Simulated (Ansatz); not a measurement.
Gas-phase electronic energies from Ansatz, PBE0-D4/def2-TZVP geometries. CCSD(T)/CBS is the MP2 limit (def2-TZVPP, def2-QZVPP) plus CCSD(T) − MP2 in def2-TZVPP, frozen cores. This one scheme is used for every species. Functionals use def2-TZVPP. B3LYP here is the variant with VWN-RPA as its local correlation; programs differ in this. Each species was taken in one conformer, which may not be the lowest.

`F[SiH2]P[SiH3]` + H₂O → `O[SiH2]P[SiH3]` + H–F  (formal hydrolysis of the Si–F bond)

| level | ΔE (kJ/mol) | difference from CCSD(T)/CBS |
| --- | --- | --- |
| PBE-D4 | 35.7 | -2.7 |
| r2SCAN-D4 | 38.5 | 0.1 |
| PBE0-D4 | 35.6 | -2.8 |
| ωB97X-V | 39.3 | 0.9 |
| ωB97M-V | 38.7 | 0.3 |
| B2PLYP | 40.2 | 1.8 |
| PBE | 38.6 | 0.2 |
| r2SCAN | 39.3 | 0.9 |
| PBE0 | 38.1 | -0.3 |
| B3LYP | 43.2 | 4.8 |
| HF/def2-TZVPP | 45.9 | 7.5 |
| MP2/def2-TZVPP | 34.2 | -4.2 |
| CCSD(T)/def2-TZVPP | 36.4 | -2.0 |
| MP2/def2-QZVPP | 35.9 | -2.5 |
| HF/CBS(def2) | 47.8 | 9.4 |
| MP2/CBS(def2) | 36.2 | -2.2 |
| CCSD(T)/CBS | 38.4 | 0 |

Largest T1 diagnostic among the species: 0.013.

In def2-TZVPP, CCSD(T) changes the Hartree–Fock value by −9.5 kJ/mol (the triples alone add −1.8 kJ/mol) and MP2 by −11.6 kJ/mol. The D4 term adds −4.5 kJ/mol with B3LYP and −2.5 kJ/mol with PBE0; it sums over pairs of atoms, weighted by their polarisabilities, and B3LYP, whose exchange is more repulsive, gets the larger term.
